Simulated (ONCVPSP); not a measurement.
u(r) = r·R(r): atom against pseudo-atom (technetium)

Columns: radius, all-electron u(r) and pseudo u(r) of the 4s shell (level -103.67 eV) of technetium in the configuration [Ar] 3d10 4s2 4p6 4d4; PBE, scalar-relativistic, ONCV scheme, ONCVPSP 4.0.1.

```csv
r (bohr),all-electron,pseudo
0.093,0.3932,0.1081
0.185,-0.0821,0.2302
0.278,-0.5804,0.3655
0.370,-0.5344,0.4914
0.463,-0.1599,0.5941
0.555,0.2832,0.6768
0.648,0.6648,0.7641
0.740,0.9287,0.8697
0.833,1.0805,0.9841
0.925,1.1361,1.0699
1.018,1.1214,1.0959
1.110,1.0603,1.0558
1.203,0.9707,0.9705
1.295,0.8690,0.8689
1.388,0.7631,0.7630
1.480,0.6616,0.6615
1.573,0.5661,0.5660
1.665,0.4808,0.4807
1.758,0.4044,0.4043
1.850,0.3385,0.3385
1.943,0.2813,0.2813
2.035,0.2331,0.2331
2.128,0.1920,0.1920
2.220,0.1579,0.1579
2.313,0.1292,0.1291
2.405,0.1056,0.1056
```

(1) How many radial nodes do the two functions have?

(2) At about which radius was the pseudo-wave matched?

(3) Where does each function peak?

(4) Is the pseudo-wave norm-conserving?

Results:

(1) The all-electron 4s function has n − l − 1 = 3 (the table is too coarse to show those close to the nucleus); the pseudo-wave has 0, since the states of the same l below it are removed with the core.

(2) 1.25 bohr, where the columns begin to agree (steps of 0.09 bohr).

(3) Outermost all-electron maximum near 0.93 bohr, pseudo maximum near 1.02 bohr (to the table’s step).

(4) Yes: the ONCV scheme keeps the norm inside the radius equal to the all-electron one, which fixes the energy derivative of the logarithmic derivative at the level.
